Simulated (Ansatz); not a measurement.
`F[C@H]1[C@H](F)C1(F)F`. The species carries charge 0 and has multiplicity 1.

```csv
atom,x (Å),y (Å),z (Å)
F1,-0.141,1.951,0.353
C2,-0.426,0.635,0.427
C3,-0.266,-0.220,-0.805
F4,-1.208,-1.142,-1.089
C5,0.654,-0.392,0.357
F6,1.924,-0.021,0.206
F7,0.550,-1.461,1.144
H8,-1.258,0.391,1.083
H9,0.170,0.261,-1.676
```

List the harmonic frequencies (cm⁻¹, unscaled) at PBE0-D4/def2-TZVP in Ansatz. (Estimate.)

Computed: 160, 190, 262, 282, 392, 468, 545, 708, 778, 972, 997, 1030, 1068, 1191, 1213, 1291, 1318, 1355, 1561, 3171, 3177.

Is this a minimum?

Yes, all 21 modes are real.

Give the ideal-gas thermochemistry at 298.15 K and 1 bar (rigid rotor, harmonic oscillator; point group C2, symmetry number 2).

Zero-point energy 132.4 kJ/mol; H(298) − E = 150.9 kJ/mol; entropy 324.5 J/(mol·K), of which translation 167.9, rotation 109.3, vibration 47.2; G(298) − E = 54.1 kJ/mol.

Rotational constants (cm⁻¹)?

0.09804, 0.09066, 0.05998.
